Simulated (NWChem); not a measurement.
The numbers come from NWChem runs, not from measurements. System: CH₂F, charge 1, spin multiplicity 1, at the geometry of a parent with another charge or spin, in a state set for the comparison that need not be this species' ground state. Level: MP2/def2-TZVPD, 2 core orbitals frozen.

The NWChem input:

```
start mol
memory heap 200 mb stack 900 mb global 1100 mb
charge 1
geometry units angstroms nocenter noautoz
  C     -0.642811     0.100152     0.000000
  F      0.680693    -0.053162     0.000000
  H     -1.134687    -0.061226     0.963505
  H     -1.134687    -0.061226    -0.963505
  symmetry group Cs
end
basis spherical
  * library def2-tzvpd
end
scf
  rhf
  nopen 0
  maxiter 100
  thresh 1e-7
  semidirect memsize 60000000 filesize 0
end
mp2
  freeze core 2
end
task mp2 energy
```

Part of the output:

```
             Northwest Computational Chemistry Package (NWChem) 7.3.0
             --------------------------------------------------------

                                NWChem Input Module
                                -------------------

 Scaling coordinates for geometry "geometry" by  1.889725989
 (inverse scale =  0.529177249)

 Turning off AUTOSYM since
 SYMMETRY directive was detected!

                             Geometry "geometry" -> ""
                             -------------------------

 Output coordinates in angstroms (scale by  1.889725989 to convert to a.u.)

  No.       Tag          Charge          X              Y              Z
 ---- ---------------- ---------- -------------- -------------- --------------
    1 C                    6.0000    -0.64281100     0.10015200     0.00000000
    2 F                    9.0000     0.68069300    -0.05316200     0.00000000
    3 H                    1.0000    -1.13468700    -0.06122600     0.96350500
    4 H                    1.0000    -1.13468700    -0.06122600    -0.96350500

 Effective nuclear repulsion energy (a.u.)      32.1623640666

            Nuclear Dipole moment (a.u.)
            ----------------------------
        X                 Y               Z
 ---------------- ---------------- ----------------
    -0.0000056692     0.0000037795     0.0000000000

      Symmetry information
      --------------------

 Group name             Cs
 Group number              2
 Group order               2
 No. of unique centers     3

      Symmetry unique atoms

     1    2    3


 Summary of "ao basis" -> "" (spherical)
 ------------------------------------------------------------------------------
       Tag                 Description            Shells   Functions and Types
 ---------------- ------------------------------  ------  ---------------------
 *                         def2-tzvpd                 on all atoms

 Summary of "ao basis" -> "ao basis" (spherical)
 ------------------------------------------------------------------------------
       Tag                 Description            Shells   Functions and Types
 ---------------- ------------------------------  ------  ---------------------
 C                         def2-tzvpd               13       37   6s3p3d1f
 F                         def2-tzvpd               14       40   6s4p3d1f
 H                         def2-tzvpd                5        9   3s2p

                                 NWChem SCF Module
                                 -----------------

  ao basis        = "ao basis"
  functions       =    95
  atoms           =     4
  closed shells   =     8
  open shells     =     0
  charge          =   1.00
  wavefunction    = RHF
  use symmetry    = T
  symmetry adapt  = T

 Summary of "ao basis" -> "ao basis" (spherical)
 ------------------------------------------------------------------------------
       Tag                 Description            Shells   Functions and Types
 ---------------- ------------------------------  ------  ---------------------
 C                         def2-tzvpd               13       37   6s3p3d1f
 F                         def2-tzvpd               14       40   6s4p3d1f
 H                         def2-tzvpd                5        9   3s2p

      Symmetry analysis of basis
      --------------------------

        a'         61
        a"         34

 Forming initial guess at       0.1s

      Superposition of Atomic Density Guess
      -------------------------------------
[...]
    11      0.417440  1 C  py                 8      0.369973  1 C  py
    14      0.323507  1 C  py                45     -0.181605  2 F  py
    48     -0.160341  2 F  py                51     -0.160463  2 F  py

 Vector   10  Occ=0.000000D+00  E=-1.198236D-01  Symmetry=a'
              MO Center= -1.1D+00,  1.5D-02,  5.7D-15, r^2= 7.6D+00
   Bfn.  Coefficient  Atom+Function         Bfn.  Coefficient  Atom+Function
  ----- ------------  ---------------      ----- ------------  ---------------
     5      2.528394  1 C  s                  6      2.316028  1 C  s
    80     -1.565414  3 H  s                 89     -1.565414  4 H  s
    43     -1.190129  2 F  s                  4     -0.372717  1 C  s
    86      0.317147  3 H  pz                95     -0.317147  4 H  pz
    28      0.267753  1 C  d  0              84     -0.249308  3 H  px

 Vector   11  Occ=0.000000D+00  E=-8.393694D-02  Symmetry=a'
              MO Center= -6.7D-01,  3.8D-03, -7.7D-12, r^2= 5.7D+00
   Bfn.  Coefficient  Atom+Function         Bfn.  Coefficient  Atom+Function
  ----- ------------  ---------------      ----- ------------  ---------------
     5      1.685567  1 C  s                 80     -0.980670  3 H  s
    89     -0.980670  4 H  s                 84     -0.659165  3 H  px
    93     -0.659165  4 H  px                53     -0.534949  2 F  px
     4     -0.502222  1 C  s                 42      0.267043  2 F  s
    28      0.246246  1 C  d  0              10     -0.214621  1 C  px

 center of mass
 --------------
 x =   0.16778285 y =   0.00391641 z =   0.00000000

 moments of inertia (a.u.)
 ------------------
           7.330269268298           4.735530362114           0.000000000000
           4.735530362114          64.162685451169           0.000000000000
           0.000000000000           0.000000000000          58.128515643599

  Mulliken analysis of the total density
  --------------------------------------

    Atom       Charge   Shell Charges
 -----------   ------   -------------------------------------------------------
    1 C    6     5.63   0.86  1.12  0.58  0.73  0.11  0.01  1.01  1.00  0.08  0.03  0.09 -0.01  0.01
    2 F    9     9.07   0.77  1.20  0.61  1.02  0.31  0.01  2.20  2.22  0.69  0.02  0.00  0.02 -0.00  0.00
    3 H    1     0.65   0.25  0.40 -0.02  0.02 -0.00
    4 H    1     0.65   0.25  0.40 -0.02  0.02 -0.00

       Multipole analysis of the density wrt the origin
       ------------------------------------------------

     L   x y z        total         open         nuclear
     -   - - -        -----         ----         -------
     0   0 0 0      1.000000      0.000000     17.000000

     1   1 0 0     -1.665136      0.000000     -0.000006
     1   0 1 0      0.135820      0.000000      0.000004
     1   0 0 1     -0.000000      0.000000      0.000000

     2   2 0 0     -4.254353      0.000000     32.940753
     2   1 1 0     -0.055966      0.000000     -2.046260
     2   1 0 1     -0.000000      0.000000      0.000000
     2   0 2 0     -6.541723      0.000000      0.332522
     2   0 1 1     -0.000000      0.000000      0.000000
     2   0 0 2     -5.454560      0.000000      6.630337

                   NWChem MP2 Semi-direct Energy/Gradient Module
                   ---------------------------------------------

  Basis functions       =     95
  Molecular orbitals    =     95
  Frozen core           =      2
  Frozen virtuals       =      0
  Active alpha occupied =      6
  Active beta occupied  =      6
  Active alpha virtual  =     87
  Active beta virtual   =     87
  Use MO symmetry       = T
  Use skeleton AO sym   = T

  AO/Fock/Back tols     =   1.0D-09  1.0D-09  1.0D-09

 GA uses MA = F    GA memory limited = T

 Available:
  local mem=  1.26D+08
 global mem=  1.44D+08
 local disk=  0.00D+00
  mp2_memr nvloc                    87
  nvloc new                    87
   1 passes of   6:        5242880                      44500                   8105049.
   1 passes of   6: M    126152645           G      144161150           F     120909765.

 Semi-direct pass number   1 of   1  for RHF alpha+beta  at        2.3s
  vrange nnbf                  4558
  mp2_eaftype                    30  avail_ma_in_mb                  1099
 EAF : mp2_eaftype filesize          30    4052525.
  mp2_eaf for mointskh                     30
Node 0 wrote     19.0 Mb in      0.0 s     Agg I/O rate:  1208.4 Mb/s
 Done moints_semi at        4.1s
  mp2_eaftype                    30  avail_ma_in_mb                  1069
 EAF : mp2_eaftype filesize          30    4052525.
  mp2_eaf for kh                    30
 Done maket at        4.2s
 Done multipass loop at        4.2s

          -------------------------------------------
          SCF energy                -138.132780318759
          Correlation energy          -0.385605031448
          Singlet pairs               -0.248372464566
          Triplet pairs               -0.137232566882
          Total MP2 energy          -138.518385350207
          -------------------------------------------

          ---------------------------------------------------
                    Spin Component Scaled (SCS) MP2
          Same spin pairs                     -0.091488377921
          Same spin scaling factor             0.333333333333
          Opposite spin pairs                 -0.294116653527
          Opposite spin scaling fact.          1.200000000000
          SCS-MP2 correlation energy          -0.383436110206
          Total SCS-MP2 energy              -138.516216428965
          ---------------------------------------------------

 -----------------------
 Performance information
 -----------------------

 Timer overhead =  1.63D-07 seconds/call

               Nr. of calls         CPU time (s)                 Wall time (s)                GFlops
             ---------------    -------------------     ------------------------------   -------------------
Name         Min   Avg   Max    Min     Avg     Max     Min     Avg     Max   Mx/calls   Min     Max     Sum
mp2: moin     1     1     1    1.8     1.8     1.8      1.8     1.8     1.8     1.8      0.0     0.0     0.0
mp2: make     1     1     1   0.10    0.10    0.10     0.10    0.10    0.10    0.10      0.0     0.0     0.0
mp2: tota     1     1     1    1.9     1.9     1.9      1.9     1.9     1.9     1.9      0.0     0.0     0.0

 The average no. of pstat calls per process was 3.00D+00
 with a timing overhead of 4.89D-07s

 Task  times  cpu:        4.2s     wall:        4.2s

 Total times  cpu:        4.2s     wall:        4.2s
```
